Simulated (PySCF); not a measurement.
Species: C7H13P.
Structure used (GFN2-xTB), in Å, numbered top down from 1:
```xyz
21
C7H13P angstrom
C      3.8675    0.2187   -0.9782
C      2.9964   -0.0079    0.0076
C      1.5771    0.0246   -0.1689
P      0.5198   -0.2679    1.1114
C     -1.1843   -0.0898    0.2844
C     -1.3519   -1.1303   -0.8220
C     -2.2230   -0.3427    1.3802
C     -1.3640    1.3237   -0.2679
H      4.9315    0.1890   -0.8205
H      3.5376    0.4423   -1.9803
H      3.3546   -0.2305    1.0053
H      1.2290    0.2478   -1.1704
H     -2.3571   -1.0722   -1.2378
H     -0.6419   -0.9719   -1.6305
H     -1.2027   -2.1350   -0.4283
H     -2.1036   -1.3398    1.8008
H     -2.1162    0.3819    2.1856
H     -3.2306   -0.2596    0.9757
H     -0.6530    1.5344   -1.0636
H     -2.3689    1.4394   -0.6722
H     -1.2253    2.0628    0.5202
```

Mulliken charges (e) from the PBE0/pcSseg-1 density (PySCF), one withheld:

```json
{"atom": "C1", "bonded to": "C2 H9 H10", "charge": "-0.1468"}
{"atom": "C2", "bonded to": "C1 C3 H11", "charge": "-0.1543"}
{"atom": "C3", "bonded to": "C2 P4 H12", "charge": "-0.3725"}
{"atom": "P4", "bonded to": "C3 C5", "charge": "?"}
{"atom": "C5", "bonded to": "P4 C6 C7 C8", "charge": "-0.7736"}
{"atom": "C6", "bonded to": "C5 H13 H14 H15", "charge": "-0.1444"}
{"atom": "C7", "bonded to": "C5 H16 H17 H18", "charge": "-0.1480"}
{"atom": "C8", "bonded to": "C5 H19 H20 H21", "charge": "-0.1441"}
{"atom": "H9", "bonded to": "C1", "charge": "+0.1217"}
{"atom": "H10", "bonded to": "C1", "charge": "+0.1155"}
{"atom": "H11", "bonded to": "C2", "charge": "+0.1087"}
{"atom": "H12", "bonded to": "C3", "charge": "+0.1269"}
{"atom": "H13", "bonded to": "C6", "charge": "+0.1093"}
{"atom": "H14", "bonded to": "C6", "charge": "+0.1131"}
{"atom": "H15", "bonded to": "C6", "charge": "+0.1167"}
{"atom": "H16", "bonded to": "C7", "charge": "+0.1180"}
{"atom": "H17", "bonded to": "C7", "charge": "+0.1179"}
{"atom": "H18", "bonded to": "C7", "charge": "+0.1112"}
{"atom": "H19", "bonded to": "C8", "charge": "+0.1132"}
{"atom": "H20", "bonded to": "C8", "charge": "+0.1093"}
{"atom": "H21", "bonded to": "C8", "charge": "+0.1167"}
```

Q: What is the charge on P4?

A: The charges add up to the total charge, 0. The others sum to -0.3855, which leaves +0.3855 e for P4 (phosphorus bonded to 2 C); the computed value is +0.3854, the difference coming from rounding.

Q: Add each hydrogen's charge to the atom that carries it.

A: C1 +0.0904, C2 -0.0456, C3 -0.2456, C6 +0.1947, C7 +0.1991, C8 +0.1951. Atoms without hydrogen keep their charges.

Q: Across which bond do the charges differ most?

A: P4–C5: +0.3854 on P4 against -0.7736 on C5, a difference of 1.1590 e. The lower charge is on the more electronegative element of the two (Pauling values: C 2.55, P 2.19).

Q: Take the bonds between elements whose Pauling electronegativities differ by more than 0.25. In how many does the more electronegative atom carry the lower charge?

A: In 15 of 15.

Q: How much positive and how much negative charge does this set hold in all?

A: +1.8836 e on 14 atoms and -1.8837 e on 7.

The Mulliken scheme gives each basis function's population to the atom it is centred on and halves the overlap population of two atoms between them. The structure is a single GFN2-xTB conformer in the gas phase; no vibrational or solvent corrections.

These values come from a run that also computed NMR shieldings. On an Arm Neoverse V1 with one thread (shared host), this took 39 s of wall time and 0.92 GiB of memory at its peak.
